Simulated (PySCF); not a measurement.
HSE06 on As- (arsenic, charge -1), [Ar] 3d10 4s2 4p4, high-spin 3P determinant. Computed with PySCF 2.14 in aug-cc-pVTZ-DK (7s6p4d2f, 59 functions), with the spin-free X2C one-electron Hamiltonian (Gaussian nucleus).

```
cycle= 1 E= -2260.4666461178  delta_E= -0.00929  |g|= 0.087  |ddm|= 0.261
cycle= 2 E= -2260.46759573624  delta_E= -0.00095  |g|= 0.0582  |ddm|= 0.147
cycle= 3 E= -2260.46816207693  delta_E= -0.000566  |g|= 0.00546  |ddm|= 0.0451
cycle= 4 E= -2260.46819079231  delta_E= -2.87e-05  |g|= 0.00283  |ddm|= 0.0186
cycle= 5 E= -2260.46820393392  delta_E= -1.31e-05  |g|= 0.000245  |ddm|= 0.0136
cycle= 6 E= -2260.46820421207  delta_E= -2.78e-07  |g|= 3.14e-05  |ddm|= 0.00247
cycle= 7 E= -2260.468204215  delta_E= -2.93e-09  |g|= 2.32e-06  |ddm|= 0.000263
cycle= 8 E= -2260.468204215  delta_E= -9.09e-13  |g|= 2.73e-07  |ddm|= 7.02e-06
converged SCF energy = -2260.468204215  <S^2> = 2.0076348  2S+1 = 3.0050855
```

Highest occupied orbital energy: 1.334 eV; ⟨L²⟩ = 2.04; populations by l: s 8.00, p 16.00, d 10.00, f 0.00.

Q: Can this result be used?

A: With care. The calculation finished and met its thresholds. At HSE06 the highest occupied level has a positive energy, so only the finite basis holds that electron; in a semilocal or global hybrid functional this comes from self-interaction and does not mean that the real anion is unbound.
